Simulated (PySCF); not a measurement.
C₄H₁₀S, triplet, at the geometry of the source list (a higher spin typed on purpose: for a closed-shell molecule this is an excited state); MP2/6-31G* in PySCF.

PySCF was given this input:
```python
from pyscf import gto, scf, mp

mol = gto.M(
    atom='''
C     2.564400   -0.115400    0.114200
C     1.111700    0.178400   -0.205300
S     0.050900   -0.281000    1.213400
C    -1.548000    0.389800    0.648000
C    -2.162300   -0.410700   -0.485000
H     2.881500    0.448900    0.987600
H     3.192800    0.158000   -0.730700
H     2.696800   -1.173800    0.323600
H     0.957400    1.242400   -0.393600
H     0.783400   -0.397600   -1.071000
H    -1.387600    1.431100    0.364500
H    -2.183000    0.356600    1.532800
H    -2.263900   -1.453500   -0.194800
H    -1.546500   -0.357100   -1.379800
H    -3.147600   -0.015900   -0.724100
''',
    basis='6-31g*',
    charge=0,
    spin=2,
    verbose=4,
)

mf = scf.UHF(mol)
mf.kernel()

pt = mp.MP2(mf)
pt.kernel()
print('E(MP2) = %.10f' % pt.e_tot)
```

Output, abridged:

```
PySCF version 2.14.0

[INPUT] verbose = 4
[INPUT] num. atoms = 15
[INPUT] num. electrons = 50
[INPUT] charge = 0
[INPUT] spin (= nelec alpha-beta = 2S) = 2
[INPUT] symmetry False subgroup None
[INPUT] Mole.unit = angstrom
[INPUT] Symbol           X                Y                Z      unit          X                Y                Z       unit  Magmom
[INPUT]  1 C      2.564400000000  -0.115400000000   0.114200000000 AA    4.846013673835  -0.218074394775   0.215806723425 Bohr   0.0
[INPUT]  2 C      1.111700000000   0.178400000000  -0.205300000000 AA    2.100808532679   0.337127140622  -0.387960773373 Bohr   0.0
[INPUT]  3 S      0.050900000000  -0.281000000000   1.213400000000 AA    0.096187059740  -0.531013041003   2.292993679547 Bohr   0.0
[INPUT]  4 C     -1.548000000000   0.389800000000   0.648000000000 AA   -2.925296040827   0.736615243355   1.224542528718 Bohr   0.0
[INPUT]  5 C     -2.162300000000  -0.410700000000  -0.485000000000 AA   -4.086154799147  -0.776110519359  -0.916517170414 Bohr   0.0
[INPUT]  6 H      2.881500000000   0.448900000000   0.987600000000 AA    5.445245827934   0.848298057317   1.866293520620 Bohr   0.0
[INPUT]  7 H      3.192800000000   0.158000000000  -0.730700000000 AA    6.033517570511   0.298576727681  -1.380822879220 Bohr   0.0
[INPUT]  8 H      2.696800000000  -1.173800000000   0.323600000000 AA    5.096213412727  -2.218160525014   0.611515373909 Bohr   0.0
[INPUT]  9 H      0.957400000000   1.242400000000  -0.393600000000 AA    1.809223791659   2.347795737160  -0.743796202629 Bohr   0.0
[INPUT] 10 H      0.783400000000  -0.397600000000  -1.071000000000 AA    1.480411445984  -0.751355107127  -2.023896679409 Bohr   0.0
[INPUT] 11 H     -1.387600000000   1.431100000000   0.364500000000 AA   -2.622183970446   2.704387056865   0.688805172404 Bohr   0.0
[INPUT] 12 H     -2.183000000000   0.356600000000   1.532800000000 AA   -4.125272129926   0.673876336020   2.896572203733 Bohr   0.0
[INPUT] 13 H     -2.263900000000  -1.453500000000  -0.194800000000 AA   -4.278150973403  -2.746716922055  -0.368118649065 Bohr   0.0
[INPUT] 14 H     -1.546500000000  -0.357100000000  -1.379800000000 AA   -2.922461451640  -0.674821199082  -2.607444106675 Bohr   0.0
[INPUT] 15 H     -3.147600000000  -0.015900000000  -0.724100000000 AA   -5.948101949681  -0.030046645381  -1.368350686798 Bohr   0.0

nuclear repulsion = 236.329578679108
number of shells = 52
number of NR pGTOs = 199
number of NR cGTOs = 94
basis = 6-31g*
ecp = {}

******** <class 'pyscf.scf.uhf.UHF'> ********
method = UHF
initial guess = minao
damping factor = 0
level_shift factor = 0
DIIS = <class 'pyscf.scf.diis.CDIIS'>
diis_start_cycle = 1
diis_space = 8
diis_damp = 0
SCF conv_tol = 1e-09
SCF conv_tol_grad = None
SCF max_cycles = 50
direct_scf = True
direct_scf_tol = 1e-13
number electrons alpha = 26  beta = 24
Set gradient conv threshold to 3.16228e-05
init E= -555.433088864885

cycle= 1 E= -554.513847043226  delta_E= 0.919  |g|= 0.286  |ddm|= 4.31
cycle= 2 E= -554.59105270007  delta_E= -0.0772  |g|= 0.12  |ddm|= 0.834
cycle= 3 E= -554.603723263421  delta_E= -0.0127  |g|= 0.0469  |ddm|= 0.44
cycle= 4 E= -554.607004755236  delta_E= -0.00328  |g|= 0.0133  |ddm|= 0.31
cycle= 5 E= -554.607446358904  delta_E= -0.000442  |g|= 0.00499  |ddm|= 0.154
cycle= 6 E= -554.607509117204  delta_E= -6.28e-05  |g|= 0.00252  |ddm|= 0.0603
cycle= 7 E= -554.607529588776  delta_E= -2.05e-05  |g|= 0.00162  |ddm|= 0.0309
cycle= 8 E= -554.607539036202  delta_E= -9.45e-06  |g|= 0.00108  |ddm|= 0.0205
cycle= 9 E= -554.607546567139  delta_E= -7.53e-06  |g|= 0.000885  |ddm|= 0.024
cycle= 10 E= -554.607552466118  delta_E= -5.9e-06  |g|= 0.000724  |ddm|= 0.0252
cycle= 11 E= -554.607559861185  delta_E= -7.4e-06  |g|= 0.00057  |ddm|= 0.0415
cycle= 12 E= -554.607566598295  delta_E= -6.74e-06  |g|= 0.000354  |ddm|= 0.0574
cycle= 13 E= -554.607568997788  delta_E= -2.4e-06  |g|= 0.000228  |ddm|= 0.0367
cycle= 14 E= -554.607569765182  delta_E= -7.67e-07  |g|= 0.000152  |ddm|= 0.0215
cycle= 15 E= -554.607569988365  delta_E= -2.23e-07  |g|= 0.000108  |ddm|= 0.00853
cycle= 16 E= -554.607570116871  delta_E= -1.29e-07  |g|= 6.39e-05  |ddm|= 0.00667
cycle= 17 E= -554.607570152459  delta_E= -3.56e-08  |g|= 3.35e-05  |ddm|= 0.00132
cycle= 18 E= -554.607570162751  delta_E= -1.03e-08  |g|= 1.56e-05  |ddm|= 0.0026
cycle= 19 E= -554.607570163028  delta_E= -2.77e-10  |g|= 8.8e-06  |ddm|= 0.000471
Extra cycle  E= -554.607570163166  delta_E= -1.38e-10  |g|= 6.13e-06  |ddm|= 5.79e-05
converged SCF energy = -554.607570163166  <S^2> = 2.0182698  2S+1 = 3.0121553

******** <class 'pyscf.mp.ump2.UMP2'> ********
nocc = (np.int64(26), np.int64(24)), nmo = (94, 94)
E(UMP2) = -555.257824291672  E_corr = -0.650254128506771
E(SCS-UMP2) = -555.25200776882  E_corr = -0.644437605654056
E_corr(same-spin) = -0.156770017562388
E_corr(oppo-spin) = -0.493484110944383
E(MP2) = -555.2578242917
```
